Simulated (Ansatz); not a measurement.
Reaction (formal exchange of groups at a Ga–N bond): `[F][Ga]([F])[NH][GaH2]` + `N=C(Br)I` → `[F][Ga]([F])[Br]` + `N=C(I)[NH][GaH2]`

Calculated with Ansatz (gas phase, PBE0-D4/def2-TZVP geometries, no zero-point term in ΔE). CCSD(T)/CBS is the MP2 limit (def2-TZVPP, def2-QZVPP) plus CCSD(T) − MP2 in def2-TZVPP, frozen cores. Functionals use def2-TZVPP. Elements past krypton have def2 core potentials. For Br, Ga, I outer-core shells are correlated without core-valence functions, which leaves a few kJ/mol of doubt a bond. Scalar relativity is left out up to krypton. Each species was taken in one conformer, which may not be the lowest.

`[F][Ga]([F])[NH][GaH2]`:

Z-matrix (Å, degrees):
```
Ga
F 1 1.740
N 1 1.801 2 122.5
F 1 1.742 2 114.1 3 180.0
Ga 3 1.844 1 129.1 2 0.2
H 3 1.011 1 113.9 2 -179.9
H 5 1.556 3 115.9 1 -0.1
H 5 1.560 3 115.5 1 179.9
```

`N=C(Br)I`:

Cartesian coordinates in Å:
```
N 0.999 0.150 -0.482
C -0.177 -0.057 -0.158
Br -1.469 -0.492 -1.468
I -0.966 0.023 1.813
H 1.613 0.376 0.296
```

`[F][Ga]([F])[Br]`:

Cartesian coordinates in Å:
```
F 0.392 0.277 1.720
Ga 0.045 -0.066 0.060
F 0.531 -1.628 -0.507
Br -0.968 1.417 -1.273
```

`N=C(I)[NH][GaH2]`:

Cartesian coordinates in Å:
```
N -1.149 1.404 -0.601
C -0.677 0.299 -0.954
I -1.257 -0.416 -2.888
N 0.170 -0.567 -0.317
Ga 0.934 -0.370 1.363
H -0.833 1.684 0.328
H 0.381 -1.396 -0.851
H 1.848 -1.560 1.766
H 0.582 0.922 2.153
```

| level | ΔE (kJ/mol) |
| --- | --- |
| BHLYP-D4 | -117.6 |
| RPA@PBE/def2-TZVPP | -92.8 |

Problem. What does CCSD(T)/CBS give? (Estimate.)

Solution. Ansatz gave: -98.9 kJ/mol. The listed levels differ from it by -18.7, 6.1 kJ/mol.

Largest T1 diagnostic among the species: 0.014.

From BLYP to BHLYP (50 % exact exchange), in def2-TZVPP and without D4, ΔE moves by −21.1 kJ/mol. Leaving LDA and LC-ωPBE aside and taking each functional with its dispersion term where it has one, the values, not all of them listed here, spread over 19.3 kJ/mol, from r2SCAN0-D4 to BLYP-D4. LDA lies −6.6 kJ/mol from PBE without D4. At CCSD(T), def2-SVP lies −13.7 kJ/mol from the extrapolated value and def2-TZVPP −1.5 kJ/mol.

CCSD(T)/CBS has its own doubt, a few kJ/mol and more with outer-core shells, so smaller differences from it don't rank the levels.
